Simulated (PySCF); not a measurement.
Species: CH9Cl2NSi3 (charge +1 and doublet state).
Geometry (GFN2-xTB, Å), atoms numbered from 1 in this order:
```xyz
16
CH9Cl2NSi3 angstrom
Si    -1.262    1.607    0.509
N     -0.671    0.033   -0.111
Si    -1.415   -1.472    0.535
Si     0.597   -0.024   -1.268
C      2.307   -0.128   -0.194
Cl     2.485    1.323    0.749
Cl     2.309   -1.570    0.779
H     -1.417    2.451   -0.671
H     -0.173    2.059    1.384
H     -2.498    1.317    1.223
H     -1.551   -1.240    1.969
H     -0.493   -2.552    0.190
H     -2.684   -1.561   -0.185
H      0.600   -1.278   -2.005
H      0.743    1.226   -1.995
H      3.115   -0.181   -0.921
```

The hyperfine couplings belong to this conformer and change with its torsions.

The species is `[SiH3][N+]([SiH3])[SiH2]C(Cl)Cl` [radical] (charge +1).

Computed, not measured: PySCF 2.14.0, UKS B3LYP, pcH-1 on C Cl H N Si, non-relativistic, mean-field spin-orbit, GIAO. One conformer (not necessarily the lowest) at the GFN2-xTB geometry, without solvent, vibrations or thermal averaging. GFN2-xTB frequencies show an imaginary mode (45i cm⁻¹), so this geometry is no minimum at that level. The geometry wasn't refined by DFT: couplings that depend on bond lengths, twists or pyramidal angles can differ widely from those at the functional's own minimum, by a factor of two or more for some ions and for spin on atoms past the first row. Stability of the SCF solution: not tested.

(1) Give the principal g shifts and their parts.

(2) At 9.719 GHz, how far is the centre of the isotropic spectrum from where a free electron (g = 2.002319) resonates?

(3) What effective moment and Curie constant follow for a powder?

(4) In a frozen sample, at which fields do the three g values resonate at 9.5, 34, 94 and 263 GHz (hyperfine left aside), and which band first spreads them over more than twice a line width of 0.5 mT?

Answers

(1) 
```csv
Δg (ppt),1,2,3
relativistic mass correction,-0.21,-0.21,-0.21
gauge correction,0.00,0.06,0.07
orbital Zeeman/spin–orbit,0.13,17.43,25.07
total,-0.08,17.28,24.94
```

So g = 2.00224, 2.01960, 2.02725 and g_iso = 2.01636; the tensor is rhombic: the two nearest values differ by 31 % of g3 − g1. Axes: g1 points within 11° of the Si4–C5 bond.

(2) B = hν/(g μB) with μB/h = 13.99624 MHz/mT gives 346.80 mT for the free electron and 344.38 mT at g_iso, 2.42 mT lower.

(3) With the mean of g² = 4.0658 and S(S+1) = 0.75: μ_eff = √(⟨g²⟩S(S+1)) = 1.746 μB and χT = 0.12505·⟨g²⟩·S(S+1) = 0.381 cm³ K/mol (cgs; spin-Hamiltonian part alone).

(4) 
```
band    GHz  B(g3) mT  B(g2) mT  B(g1) mT  spread mT
   X    9.5    334.81    336.08    339.00       4.18
   Q   34.0   1198.28   1202.82   1213.25      14.97
   W   94.0   3312.90   3325.45   3354.29      41.39
   J  263.0   9269.07   9304.19   9384.88     115.82
```

The spread grows in proportion to the frequency. X band is the first where it exceeds 1.0 mT.

Largest spin populations (Mulliken): N2 (+0.44), C5 (+0.18), Cl6 (+0.12) and Cl7 (+0.10).

The HOMO–LUMO gaps are 7.23 eV among the α and 1.94 eV among the β orbitals.
